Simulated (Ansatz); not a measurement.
System: CH2BI2, net charge 0, doublet state. It need not be the lowest isomer of its formula. 
Structure (B3LYP-D3(BJ)/def2-TZVP (Ansatz, a first-principles code) minimum search):
```
B
C 1 1.4999
H 2 1.0842 1 122.27
H 2 1.0842 3 115.46 1 180.00
I 1 2.1411 2 119.91 3 0.00
I 1 2.1411 2 119.91 3 180.00
```
Charge 0, spin multiplicity 2.

Wanted: atomisation energy (electronic, to ground-state atoms), in kJ/mol. Correlated levels leave the core frozen unless marked. Open shells are spin-unrestricted. No spin-orbit coupling. Frozen are the shells of the preceding noble gas and the d and f shells that filled before the atom's block. Past Kr the def2 sets carry scalar-relativistic core potentials. The coupled-cluster limit lacks core correlation, which all-electron functionals hold. CBS(X,Y): correlation extrapolated as X^-3; Hartree-Fock from the larger set.

| level | program | atomisation energy (kJ/mol) |
|---|---|---|
| SVWN5/def2-TZVPD | Ansatz | 2220.0 |
| BLYP-D3(BJ)/def2-TZVPD | Ansatz + dftd3 | 1911.7 |
| r2SCAN/def2-TZVPD | Ansatz | 1947.0 |
| PBE0-D3(BJ)/def2-TZVPD | Ansatz + dftd3 | 1952.1 |
| PBE0-D4/def2-TZVPD | Ansatz + dftd4 | 1951.6 |
| PBE0/def2-TZVP | Ansatz | 1934.9 |
| PBE0/def2-QZVPP | Ansatz | ? |
| r2SCANh-D4/def2-TZVPD | Ansatz + dftd4 | 1937.8 |
| r2SCANh/def2-TZVPD | Ansatz | 1933.2 |
| B2GP-PLYP-D3(BJ)/def2-TZVPD | Ansatz + dftd3 | 1895.3 |
| B2GP-PLYP/def2-TZVPD | Ansatz | 1874.4 |
| SCS-MP2/def2-QZVPP | Ansatz | 1882.3 |
| CCSD(T)/CBS(def2-TZVPPD,def2-QZVPPD) | Ansatz | ? |

### Question
Some entries are withheld; supply them.

### Answer

- PBE0/def2-QZVPP, atomisation energy (kJ/mol): 1936.6
- CCSD(T)/CBS(def2-TZVPPD,def2-QZVPPD), atomisation energy (kJ/mol): 1886.3
